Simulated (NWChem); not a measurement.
The numbers come from NWChem runs, not from measurements. System: CH₄O₂Si, charge 1, spin multiplicity 2, at the geometry of a parent with another charge or spin, in a state set for the comparison that need not be this species' ground state. Its SCF solution wasn't tested for a lower state. Level: UB3LYP/def2-SVPD, VWN1-RPA local correlation.

Output (cleaned and shortened):

```
             Northwest Computational Chemistry Package (NWChem) 7.3.0
             --------------------------------------------------------

                                NWChem Input Module
                                -------------------

 Scaling coordinates for geometry "geometry" by  1.889725989
 (inverse scale =  0.529177249)

 Turning off AUTOSYM since
 SYMMETRY directive was detected!

                             Geometry "geometry" -> ""
                             -------------------------

 Output coordinates in angstroms (scale by  1.889725989 to convert to a.u.)

  No.       Tag          Charge          X              Y              Z
 ---- ---------------- ---------- -------------- -------------- --------------
    1 O                    8.0000    -1.37412100     1.10885900     0.00000000
    2 C                    6.0000    -1.35897900    -0.09303000     0.00000000
    3 O                    8.0000    -0.24761600    -0.83732000     0.00000000
    4 Si                  14.0000     1.30124400    -0.08030500     0.00000000
    5 H                    1.0000    -2.26633500    -0.73371000     0.00000000
    6 H                    1.0000     1.46920200     0.73668700    -1.22795400
    7 H                    1.0000     1.46920200     0.73668700     1.22795400
    8 H                    1.0000     2.23829200    -1.22952100     0.00000000

 Effective nuclear repulsion energy (a.u.)     162.9997086145

            Nuclear Dipole moment (a.u.)
            ----------------------------
        X                 Y               Z
 ---------------- ---------------- ----------------
     0.0000132281     0.0000094486     0.0000000000

      Symmetry information
      --------------------

 Group name             Cs
 Group number              2
 Group order               2
 No. of unique centers     7

      Symmetry unique atoms

     1    2    3    4    5    6    8


 Summary of "ao basis" -> "" (spherical)
 ------------------------------------------------------------------------------
       Tag                 Description            Shells   Functions and Types
 ---------------- ------------------------------  ------  ---------------------
 *                         def2-svpd                  on all atoms

                                 NWChem DFT Module
                                 -----------------

 Summary of "ao basis" -> "ao basis" (spherical)
 ------------------------------------------------------------------------------
       Tag                 Description            Shells   Functions and Types
 ---------------- ------------------------------  ------  ---------------------
 O                         def2-svpd                 9       23   4s3p2d
 C                         def2-svpd                 8       20   4s2p2d
 Si                        def2-svpd                10       24   5s3p2d
 H                         def2-svpd                 4        8   2s2p

 Summary of "ao basis" -> "ao basis" (spherical)
 ------------------------------------------------------------------------------
       Tag                 Description            Shells   Functions and Types
 ---------------- ------------------------------  ------  ---------------------
 O                         def2-svpd                 9       23   4s3p2d
 C                         def2-svpd                 8       20   4s2p2d
 Si                        def2-svpd                10       24   5s3p2d
 H                         def2-svpd                 4        8   2s2p

      Symmetry analysis of basis
      --------------------------

        a'         83
        a"         39

            General Information
            -------------------
          SCF calculation type: DFT
          Wavefunction type:  spin polarized.
          No. of atoms     :     8
          No. of electrons :    39
           Alpha electrons :    20
            Beta electrons :    19
          Charge           :     1
          Spin multiplicity:     2
          Use of symmetry is: on ; symmetry adaption is: on
          Maximum number of iterations: 100
          AO basis - number of functions:   122
                     number of shells:    52
          Convergence on energy requested:  1.00D-06
[...]
   115     -0.163037  8 H  s                 69     -0.161234  4 Si s

 Vector   18  Occ=1.000000D+00  E=-5.480068D-01  Symmetry=a"
              MO Center=  1.3D+00,  4.2D-01,  2.7D-13, r^2= 2.4D+00
   Bfn.  Coefficient  Atom+Function         Bfn.  Coefficient  Atom+Function
  ----- ------------  ---------------      ----- ------------  ---------------
    99     -0.326326  6 H  s                107      0.326326  7 H  s
    77      0.300511  4 Si pz                80      0.262693  4 Si pz
    50     -0.179290  3 O  pz                74     -0.166213  4 Si pz
    53     -0.127102  3 O  pz               100     -0.090377  6 H  s
   108      0.090377  7 H  s                  7      0.080661  1 O  pz

 Vector   19  Occ=1.000000D+00  E=-5.458532D-01  Symmetry=a'
              MO Center=  1.4D+00, -2.7D-01, -2.7D-13, r^2= 3.1D+00
   Bfn.  Coefficient  Atom+Function         Bfn.  Coefficient  Atom+Function
  ----- ------------  ---------------      ----- ------------  ---------------
   115      0.356847  8 H  s                 79     -0.305537  4 Si py
    76     -0.287482  4 Si py                 5      0.198245  1 O  px
    99     -0.192012  6 H  s                107     -0.192012  7 H  s
    73      0.160410  4 Si py                 8      0.139727  1 O  px
    78      0.107280  4 Si px                75      0.089874  4 Si px

 Vector   20  Occ=0.000000D+00  E=-5.103100D-01  Symmetry=a'
              MO Center= -9.9D-01,  4.9D-01,  8.4D-16, r^2= 2.5D+00
   Bfn.  Coefficient  Atom+Function         Bfn.  Coefficient  Atom+Function
  ----- ------------  ---------------      ----- ------------  ---------------
     5      0.545039  1 O  px                 8      0.389360  1 O  px
    27      0.314723  2 C  s                 49     -0.236861  3 O  py
    91      0.186155  5 H  s                 47     -0.181327  3 O  s
    52     -0.171843  3 O  py               115     -0.133320  8 H  s
    48      0.132188  3 O  px                 4     -0.120596  1 O  s

 Vector   21  Occ=0.000000D+00  E=-3.083939D-01  Symmetry=a"
              MO Center= -1.2D+00,  3.0D-02, -2.9D-15, r^2= 1.7D+00
   Bfn.  Coefficient  Atom+Function         Bfn.  Coefficient  Atom+Function
  ----- ------------  ---------------      ----- ------------  ---------------
    30      0.609594  2 C  pz                33      0.429772  2 C  pz
     7     -0.373567  1 O  pz                10     -0.302648  1 O  pz
    50     -0.267578  3 O  pz                53     -0.220712  3 O  pz
    42      0.079209  2 C  d  1             100     -0.053949  6 H  s
   108      0.053949  7 H  s                 80     -0.049847  4 Si pz

 Vector   22  Occ=0.000000D+00  E=-1.949372D-01  Symmetry=a'
              MO Center=  1.1D+00, -1.1D-02,  1.5D-14, r^2= 4.3D+00
   Bfn.  Coefficient  Atom+Function         Bfn.  Coefficient  Atom+Function
  ----- ------------  ---------------      ----- ------------  ---------------
    27      0.877871  2 C  s                 46     -0.385456  3 O  s
    92     -0.374538  5 H  s                 78     -0.336976  4 Si px
    75     -0.270974  4 Si px                45     -0.206639  3 O  s
    54      0.202725  3 O  px                88      0.199357  4 Si d  0
    55     -0.172559  3 O  py                71     -0.143165  4 Si s

   alpha - beta orbital overlaps
   -----------------------------

   alpha      1      2      3      4      5      6      7      8      9     10
    beta      1      2      3      4      5      6      7      8      9     10
 overlap   1.000  1.000  1.000  1.000  1.000  0.999  0.999  1.000  0.991  0.991

   alpha     11     12     13     14     15     16     17     18     19     20
    beta     11     12     13     14     15     20     16     17     19     18
 overlap   0.996  0.804  0.824  0.997  0.968  0.872  0.996  0.968  0.946  1.000

   alpha     21     22     23     24     25     26     27     28     29     30
    beta     21     22     23     24     25     26     27     28     29     30
 overlap   0.999  0.998  0.983  0.982  0.996  1.000  0.995  1.000  0.996  0.999

   alpha     31     32     33     34     35     36     37     38     39     40
    beta     31     32     33     34     35     36     37     38     39     40
 overlap   1.000  0.995  0.999  1.000  0.999  1.000  0.985  0.955  0.957  0.998

   alpha     41     42     43     44     45     46     47     48     49     50
    beta     41     42     43     44     45     46     47     48     49     50
 overlap   1.000  0.992  0.994  0.989  0.994  0.992  1.000  0.995  0.996  0.999

   alpha     51     52     53     54     55     56     57     58     59     60
    beta     51     52     53     54     55     56     57     58     59     60
 overlap   0.997  1.000  0.998  0.995  1.000  0.993  0.996  1.000  0.982  0.972

   alpha     61     62     63     64     65     66     67     68     69     70
    beta     61     62     63     64     65     66     67     68     69     70
 overlap   0.984  1.000  0.997  0.997  0.999  0.991  0.989  1.000  0.997  0.965

   alpha     71     72     73     74     75     76     77     78     79     80
    beta     71     72     73     74     75     76     77     78     79     80
 overlap   0.967  0.999  0.999  1.000  1.000  0.996  0.996  1.000  1.000  0.999

   alpha     81     82     83     84     85     86     87     88     89     90
    beta     81     82     83     84     85     86     87     88     89     90
 overlap   0.999  1.000  1.000  1.000  0.999  1.000  1.000  0.999  0.999  1.000

   alpha     91     92     93     94     95     96     97     98     99    100
    beta     91     93     92     94     95     96     99     97     98    100
 overlap   0.948  0.946  1.000  1.000  1.000  0.996  0.838  1.000  0.837  1.000

   alpha    101    102    103    104    105    106    107    108    109    110
    beta    101    102    103    104    105    106    107    108    109    110
 overlap   0.997  0.997  1.000  0.999  0.998  1.000  0.998  1.000  1.000  1.000

   alpha    111    112    113    114    115    116    117    118    119    120
    beta    111    112    113    115    114    116    117    118    119    120
 overlap   1.000  0.991  0.985  0.974  0.988  0.983  0.994  0.999  1.000  0.999

   alpha    121    122
    beta    121    122
 overlap   0.999  0.999

     --------------------------
     Expectation value of S2:
     --------------------------
      <S2> =      0.7564 (Exact =     0.7500)

 center of mass
 --------------
 x =  -0.07234202 y =   0.01209715 z =   0.00000000

 moments of inertia (a.u.)
 ------------------
         133.420125453469          76.274757067432           0.000000000000
          76.274757067432         422.172432016521           0.000000000000
           0.000000000000           0.000000000000         533.885198588678

     Multipole analysis of the density
     ---------------------------------

     L   x y z        total         alpha         beta         nuclear
     -   - - -        -----         -----         ----         -------
     0   0 0 0      1.000000    -20.000000    -19.000000     40.000000

     1   1 0 0     -0.763181      0.571748     -1.334943      0.000013
     1   0 1 0     -0.224235     -0.644002      0.419758      0.000009
     1   0 0 1      0.000000      0.000000      0.000000      0.000000

     2   2 0 0     -9.409151   -124.676363   -116.301164    231.568375
     2   1 1 0      0.807062     20.522968     16.565700    -36.281606
     2   1 0 1      0.000000      0.000000      0.000000      0.000000
     2   0 2 0    -20.723295    -46.087644    -41.496917     66.861266
     2   0 1 1      0.000000      0.000000     -0.000000      0.000000
     2   0 0 2    -20.852098    -15.959958    -15.661549     10.769409

 Task  times  cpu:       18.1s     wall:       18.1s

 Total times  cpu:       18.1s     wall:       18.1s
```

Write an NWChem input that would produce this output.

Several could match; the one computed here: 
```
start mol
memory heap 200 mb stack 900 mb global 1100 mb
charge 1
geometry units angstroms nocenter noautoz
  O     -1.374121     1.108859     0.000000
  C     -1.358979    -0.093030     0.000000
  O     -0.247616    -0.837320     0.000000
  Si     1.301244    -0.080305     0.000000
  H     -2.266335    -0.733710     0.000000
  H      1.469202     0.736687    -1.227954
  H      1.469202     0.736687     1.227954
  H      2.238292    -1.229521     0.000000
  symmetry group Cs
end
basis spherical
  * library def2-svpd
end
dft
  xc b3lyp
  odft
  mult 2
  semidirect memsize 60000000 filesize 0
  iterations 100
end
task dft energy
```
